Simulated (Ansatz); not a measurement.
# Energy profile

The step: BHCl₂ ([Cl][BH][Cl]) + SiH₄O ([OH][SiH3]) → BHCl₂O ([OH][B]([Cl])[Cl]) + SiH₄; bonds formed: H2–Si5; dative contacts that become bonds: B1–O6; bonds broken: B1–H2, Si5–O6 (atoms numbered as in the saddle structure below).

B1  (-1.061, -0.004, -0.487)
H2  (-0.053, 0.842, -0.682)
Cl3  (-1.082, -1.076, -1.943)
Cl4  (-2.485, 1.053, -0.243)
Si5  (1.113, 0.318, 0.392)
O6  (-0.588, -0.696, 0.723)
H7  (0.933, 1.013, 1.680)
H8  (1.995, 1.193, -0.444)
H9  (1.815, -0.987, 0.384)
H10  (-0.587, -1.655, 0.620)
(Å)

Electronic energies by CCSD(T) at an estimated basis limit (MP2 extrapolated from triple and quadruple zeta, plus CCSD(T) − MP2 in triple zeta), on PBE0-D4/def2-TZVP structures; BSiH₅Cl₂O, closed shell; no counterpoise correction. Computed with Ansatz 0.2.0 (basis: def2-TZVPP and def2-QZVPP); correlated methods freeze the cores. Extrapolation: Hartree–Fock as exp(−7.88 √X), correlation as X^−2.97.

(1) Give the profile in eV, counted from the separated reactants. (An estimate is asked for; the value comes from the calculation.)

T1 diagnostic: at most 0.012.

Results:

(1) The calculation gives:
| point | eV |
| --- | --- |
| separated: BHCl₂ (linked as [Cl][BH][Cl]; B1, H2, Cl3, Cl4; singlet) + SiH₄O (linked as [OH][SiH3]; Si5, O6, H7, H8, H9, H10; singlet) | 0.000 |
| start structure | -0.408 |
| saddle | 0.490 |
| end structure | -0.528 |
| separated: BHCl₂O (linked as [OH][B]([Cl])[Cl]; B1, Cl3, Cl4, O6, H10; singlet) + SiH₄ (H2, Si5, H7, H8, H9; singlet) | -0.452 |

Ligand swaps between two centres remove the fluorinated layer in thermal atomic layer etching, and scramble precursors in the gas phase.

For scale, one of the runs: CCSD(T)/def2-TZVPP, 258 basis functions, launched by `ansatz run in.yaml --threads 8 --pin off --events-out ev --progress --plain --max-ram 19148MiB`. The run took 23 s on 8 CPU threads of an Intel Xeon 6975P-C (shared host), with 6.3 GiB of host memory at its peak.
